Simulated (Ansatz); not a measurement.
## Molecular dynamics of Ge2H

The input (input.yaml):

```yaml
accuracy: low
crystal:
  lattice:
    - [8.004449, 0.0, 0.0]
    - [0.0, 8.004449, 0.0]
    - [0.0, 0.0, 20.597555]
  atoms:
    - { symbol: H, position: [0.4080121, 0.0, 0.0485495] }
    - { symbol: H, position: [0.0919879, 0.0, 0.0485495] }
    - { symbol: H, position: [0.9080121, 0.0, 0.0485495] }
    - { symbol: H, position: [0.5919879, 0.0, 0.0485495] }
    - { symbol: H, position: [0.4080121, 0.5, 0.0485495] }
    - { symbol: H, position: [0.0919879, 0.5, 0.0485495] }
    - { symbol: H, position: [0.9080121, 0.5, 0.0485495] }
    - { symbol: H, position: [0.5919879, 0.5, 0.0485495] }
    - { symbol: Ge, position: [0.25, 0.0, 0.0919697] }
    - { symbol: Ge, position: [0.75, 0.0, 0.0919697] }
    - { symbol: Ge, position: [0.25, 0.5, 0.0919697] }
    - { symbol: Ge, position: [0.75, 0.5, 0.0919697] }
    - { symbol: Ge, position: [0.25, 0.24959497, 0.15632105] }
    - { symbol: Ge, position: [0.75, 0.24959497, 0.15632105] }
    - { symbol: Ge, position: [0.25, 0.75015962, 0.16196235] }
    - { symbol: Ge, position: [0.75, 0.75015962, 0.16196235] }
    - { symbol: Ge, position: [0.0, 0.25257596, 0.22122989] }
    - { symbol: Ge, position: [0.5, 0.25257596, 0.22122989] }
    - { symbol: Ge, position: [0.0, 0.74697396, 0.23188758] }
    - { symbol: Ge, position: [0.5, 0.74697396, 0.23188758] }
    - { symbol: Ge, position: [0.0, 0.00956253, 0.28975492] }
    - { symbol: Ge, position: [0.5, 0.00956253, 0.28975492] }
    - { symbol: Ge, position: [0.0, 0.4883992, 0.29675888] }
    - { symbol: Ge, position: [0.5, 0.4883992, 0.29675888] }
    - { symbol: Ge, position: [0.25, 0.08754181, 0.38474261] }
    - { symbol: Ge, position: [0.75, 0.08754181, 0.38474261] }
    - { symbol: Ge, position: [0.25, 0.40386984, 0.3575445] }
    - { symbol: Ge, position: [0.75, 0.40386984, 0.3575445] }
    - { symbol: H, position: [0.25, 0.50060412, 0.42328053] }
    - { symbol: H, position: [0.75, 0.50060412, 0.42328053] }
basis:
  ecutwfc: 250.0
kpoints:
  mp_grid: { grid: [1, 1, 1] }
hamiltonian:
  xc: pbe
  dispersion: d3bj
  pseudopotentials: { kind: paw, azcp: { folder: soft_1 } }
scf:
  occupations: { method: fermi_dirac, width: 0.02 }
  lower_state_search: "off"
  max_iter: 56
md:
  timestep: 0.5
  n_steps: 200
  ensemble: nvt_langevin
  temperature: 300.0
  initial_velocities: maxwell_boltzmann
  seed: 356162
  friction: 0.05
  constraints: [{ sites: [0, 1, 2, 3, 4, 5, 6, 7, 8, 9, 10, 11] }]
```

Launched with:

```bash
$ ansatz run input.yaml --threads 4 --pin off --max-ram 10240MiB --backend cpu --events-out ev --progress --plain --runs-dir out
```

It starts from a relaxed structure.

Output, in part (step lines):

```
md step     0: t =     0.00 fs  T =   300.0 K  F+E_penalty+E_count = -86038.45236081 eV  E_kin = 0.698004 eV  (15 SCF iters)
md step     1: t =     0.50 fs  T =   276.5 K  F+E_penalty+E_count = -86038.44983318 eV  E_kin = 0.643422 eV  (8 SCF iters)
md step     2: t =     1.00 fs  T =   281.7 K  F+E_penalty+E_count = -86038.44517355 eV  E_kin = 0.655532 eV  (7 SCF iters)
md step     3: t =     1.50 fs  T =   245.3 K  F+E_penalty+E_count = -86038.43953339 eV  E_kin = 0.570752 eV  (7 SCF iters)
md step     4: t =     2.00 fs  T =   250.3 K  F+E_penalty+E_count = -86038.43345784 eV  E_kin = 0.582289 eV  (7 SCF iters)
md step     5: t =     2.50 fs  T =   240.3 K  F+E_penalty+E_count = -86038.42675604 eV  E_kin = 0.559164 eV  (4 SCF iters)
md step     6: t =     3.00 fs  T =   248.3 K  F+E_penalty+E_count = -86038.42009264 eV  E_kin = 0.577778 eV  (5 SCF iters)
md step     7: t =     3.50 fs  T =   276.9 K  F+E_penalty+E_count = -86038.41445477 eV  E_kin = 0.644208 eV  (6 SCF iters)
[... lines left out ...]
md step   200: t =   100.00 fs  T =   320.7 K  F+E_penalty+E_count = -86037.69085371 eV  E_kin = 0.746269 eV  (8 SCF iters)
```

The steps, from the saved trajectory:

```csv
time (fs),T (K),potential energy less start (eV)
0,300,0.000
3,248,0.032
6,283,0.039
9,269,0.088
12,238,0.179
15,222,0.201
18,223,0.219
21,228,0.275
24,285,0.348
27,249,0.389
30,322,0.423
33,277,0.475
36,317,0.478
39,337,0.502
42,285,0.546
45,265,0.520
48,252,0.495
51,258,0.476
54,345,0.443
57,391,0.422
60,343,0.412
63,336,0.371
66,263,0.386
69,266,0.409
72,242,0.406
75,254,0.463
78,279,0.495
81,359,0.511
84,340,0.597
87,358,0.594
90,342,0.612
93,327,0.707
96,330,0.733
99,386,0.737
```

The run went to its last step. A run of 0.1 ps of so small a system gives no equilibrium averages. The plane-wave cutoff is below what these datasets need, so energies and pressures aren't converged. Limits of this set-up: coarse k mesh, thin slab, slab without dipole correction, a typed lattice constant that wasn't relaxed here, low accuracy level.

Mean squared displacements from the first frame to the last: H 0.02 Å², Ge 0.02 Å².

Last frame:

```xyz
30
Lattice="8.0044 0.0000 0.0000 0.0000 8.0044 0.0000 0.0000 0.0000 20.5976" Properties=species:S:1:pos:R:3
H 3.266 0.000 1.000
H 0.736 0.000 1.000
H 7.268 0.000 1.000
H 4.739 0.000 1.000
H 3.266 4.002 1.000
H 0.736 4.002 1.000
H 7.268 4.002 1.000
H 4.739 4.002 1.000
Ge 2.001 0.000 1.894
Ge 6.003 0.000 1.894
Ge 2.001 4.002 1.894
Ge 6.003 4.002 1.894
Ge 2.171 2.057 3.272
Ge 5.990 1.977 3.171
Ge 2.005 5.949 3.279
Ge 6.054 6.012 3.357
Ge -0.063 2.044 4.554
Ge 4.111 2.062 4.693
Ge 0.123 5.999 4.830
Ge 3.957 6.005 4.559
Ge 0.102 0.103 5.893
Ge 3.916 -0.008 5.910
Ge -0.016 3.910 6.080
Ge 4.111 3.967 6.252
Ge 2.014 0.688 7.793
Ge 5.813 0.660 8.003
Ge 2.010 3.199 7.444
Ge 6.052 3.188 7.469
H 1.860 3.706 8.874
H 6.128 4.063 8.744
```

Run time: 5.8 min on 4 threads of Arm Neoverse V1, with other jobs on the host, peak memory 0.69 GiB.
